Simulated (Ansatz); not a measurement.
Relaxation of C$_{2}$H$_{9}$BOSi (14 atoms, charge 0, multiplicity 1), to a largest force component of 0.015 eV/Å in at most 40 steps.

Theory: RKS PBE-D4/6-31G* (Ansatz).

```xyz
14
Properties=species:S:1:pos:R:3
C -1.431 0.013 0.912
Si 0.328 0.256 0.493
C 1.091 -1.422 0.327
B 0.600 1.228 -1.187
O -0.656 1.652 -1.933
H -1.584 -0.475 1.857
H -1.952 -0.510 0.094
H -1.912 1.075 0.987
H 0.997 1.032 1.610
H 0.628 -1.994 -0.446
H 2.191 -1.305 0.123
H 1.035 -1.963 1.317
H 1.554 1.469 -1.626
H -0.902 0.915 -2.499
```

**Question.** Where does it end, and by what steps?

**Answer.** The forces met the threshold. The force dipped under the threshold on the way, but the program's further checks kept it going. After 17 steps the energy has fallen by 1.594 eV; H14 moved furthest, 1.10 Å.

```csv
step,energy less start (eV),largest force component (eV/Å),accepted
0,0.0000,5.898,yes
1,-0.6389,2.401,yes
2,-0.8613,1.902,yes
3,-1.0587,3.126,yes
4,-1.3283,1.835,yes
5,-1.5259,0.774,yes
6,-1.5670,0.199,yes
7,-1.5752,0.194,yes
8,-1.5814,0.171,yes
9,-1.5788,0.572,no
10,-1.5895,0.065,yes
11,-1.5901,0.153,yes
12,-1.5927,0.088,yes
13,-1.5939,0.026,yes
14,-1.5941,0.014,yes
15,-1.5942,0.033,yes
16,-1.5943,0.023,yes
17,-1.5943,0.011,yes
```

```xyz
14
Properties=species:S:1:pos:R:3
C -1.513 0.010 0.775
Si 0.350 0.219 0.412
C 1.215 -1.477 0.420
B 0.606 1.203 -1.357
O -0.457 1.671 -2.081
H -1.673 -0.496 1.743
H -2.012 -0.603 0.003
H -2.034 0.983 0.830
H 0.946 1.049 1.526
H 0.798 -2.141 -0.357
H 2.295 -1.367 0.225
H 1.094 -1.979 1.395
H 1.681 1.429 -1.867
H -1.308 1.469 -1.639
```

Whether the end is a true minimum wasn't checked by a vibrational analysis.

The run took 45 s on 2 threads of Arm Neoverse V1 (shared host), peak memory 0.15 GiB.
